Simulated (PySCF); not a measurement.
How methods differ on the excitation energy of P

P [Ne] 3s2 3p3 (4S) → P [Ne] 3s1 3p3 4s1 (6S), as a difference of total energies. Calculation: PySCF 2.14, in dyall-av2z; no relativity, point nucleus. Correlated levels: valence: [Ne] frozen; virtual orbitals above 40 to 60 times the deepest correlated orbital energy dropped. The calculations carry no spin-orbit coupling.

```
           method  excitation energy (eV)
              UHF                  10.784
              LDA                  12.741
              PBE                  12.660
             PBE0                  12.570
           r2SCAN                  12.205
           PBEsol                  12.526
          wB97X-V                  12.920
            B3LYP                  13.013
             PW91                  12.672
    MP2 (valence)                  11.941
SCS-MP2 (valence)                  12.336
```

How much does correlation contribute at MP2 (valence)?

11.941 − (10.784) = 1.157 eV, measured against UHF.

The upper state lies above the first ionisation limit, but in LS coupling its spin forbids autoionisation to the ground ion. A Rydberg-like electron needs more diffuse functions than a valence basis has.

The promoted electron is Rydberg-like, and one or two diffuse shells describe it only roughly, which tends to raise the upper state.
